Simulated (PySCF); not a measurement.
## A search over the determinants of CsSb⁺

Unrestricted PBE0; Cs def2-SVP with ECP46, Sb def2-SVP with ECP28; scalar-relativistic core potentials (PySCF 2.14). Outer shells of the fragments: Cs+ closed shells only; Sb 4d10 5s2 5p3.

Followed along the bond (rough minima from three points):

```json
{"2Ms+1": "4", "unpaired": "σ ↑, π ↑↑", "⟨S²⟩ at the start": "3.75", "R at minimum (Å)": "4.27", "Te (eV)": "0.00"}
{"2Ms+1": "2", "unpaired": "σ ↓, π ↑↑", "⟨S²⟩ at the start": "1.76", "R at minimum (Å)": "4.25", "Te (eV)": "0.64"}
{"2Ms+1": "2", "unpaired": "σ ↑, π ↑↓", "⟨S²⟩ at the start": "1.76", "R at minimum (Å)": "4.25", "Te (eV)": "0.65"}
{"2Ms+1": "2", "unpaired": "π ↑", "⟨S²⟩ at the start": "0.75", "R at minimum (Å)": "4.13", "Te (eV)": "1.31"}
{"2Ms+1": "2", "unpaired": "σ ↑", "⟨S²⟩ at the start": "0.75", "R at minimum (Å)": "4.21", "Te (eV)": "1.64"}
```

Solutions found at the starting distance of 3.670 Å, counted from the lowest of them; the search is not exhaustive and high or unbound solutions are not listed, so other states can lie among these:

| 2Ms+1 | unpaired | term | E (eV) | ⟨S²⟩ | ⟨Lz²⟩ | μ (D) |
| --- | --- | --- | --- | --- | --- | --- |
| 4 | σ ↑, π ↑↑ | ⁴Σ⁻ | 0.00 | 3.75 | 0.00 | -6.58 |
| 2 | σ ↓, π ↑↑ | mixed | 0.65 | 1.76 | 0.00 | -6.47 |
| 2 | σ ↑, π ↑↓ | mixed | 0.66 | 1.76 | 2.01 | -6.50 |
| 2 | π ↑ | ²Π | 1.34 | 0.75 | 1.00 | -5.86 |
| 2 | σ ↑ | mixed | 1.63 | 0.75 | 2.00 | -6.36 |
| 2 | π ↑ | ²Π | 1.90 | 0.75 | 1.01 | -6.83 |

A term symbol is given only where ⟨S²⟩ and ⟨Lz²⟩ are close to those of a pure state; real π, δ and φ orbitals otherwise mix terms. A positive dipole points towards Sb; it is taken about the centre of mass and depends on that origin.

Spin–orbit coupling is left out.
